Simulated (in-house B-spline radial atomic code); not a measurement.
wB97X excitations of neutral cadmium

Method: wB97X. Computed with a B-spline radial code for spherical atoms: linear response of the closed shell [Kr] 4d10 5s2 with the functional's adiabatic kernel; scalar-relativistic (spin-free one-electron X2C), finite nucleus, no spin-orbit coupling, no double excitations, S, P, D and F terms only; shells from n = 3 respond. Only terms of natural parity with L up to 3 were computed.

Command:
```bash
python run_td.py task.json out
```
Settings (radii: box in bohr, nucleus in fm):
```
Z                        48
electrons                48
configuration            [Kr] 4d10 5s2
hamiltonian              x2c
method                   wb97x
box_radius               75
rms_radius               4.6087
intervals                77
```

Run time, properties included: 6.9 s on 1 thread of Arm Neoverse N1, on a shared host.

The lowest states, in the order of their Tamm-Dancoff energies; the method's threshold (minus the highest occupied level) is 8.471 eV. Labels give the largest channel, * marks a mixed state, and oscillator strengths are full-response dipole values. Measured ¹D terms are left out, since they can mix with doubly excited terms. Semilocal kernels can invert the small singlet-triplet splittings of Rydberg terms. Energies in eV:

| state | full response | Tamm-Dancoff | oscillator strength | measured (J-weighted term) |
| --- | --- | --- | --- | --- |
| 5s → 5p 3P | 4.127 | 4.169 | - | 3.874 |
| 5s → 5p 1P | 5.008 | 5.205 | 1.41 | 5.417 |
| 5s → 6s 3S | 6.039 | 6.053 | - | 6.383 |
| 5s → 6s 1S | ? | ? | - | ? |
| 5s → 6p 3P | 6.763 | 6.771 | - | - |
| 5s → 5d 3D | 6.969 | 6.978 | - | 7.378 |
| 5s → 6p 1P | 7.049 | 7.072 | 0.0334 | - |
| 5s → 5d 1D | 7.095 | 7.099 | - | - |
| 5s → 7s 3S | ? | ? | - | - |
| 5s → 7s 1S | 7.361 | 7.366 | - | - |

Task: Where does 5s → 7s 3S lie?

Result: At 7.309 eV in full response, 7.311 eV in Tamm-Dancoff.

Task: Where does 5s → 6s 1S lie?

Result: At 6.417 eV in full response, 6.430 eV in Tamm-Dancoff; measured 6.610 eV.

Task: How large is the singlet-triplet splitting of 5s → 5p (P terms) in Tamm-Dancoff?

Result: 1.04 eV, from the unrounded values.

Task: What polarisabilities and dispersion coefficient does the method give?

Result: Dipole 51.3 bohr³, quadrupole 434.6 bohr⁵, C6 466.7 hartree·bohr⁶ for two such species. Recommended dipole value: 46 ± 2 bohr³ (Schwerdtfeger and Nagle, table of static dipole polarizabilities (2023 update)), which includes relativity and correlation.
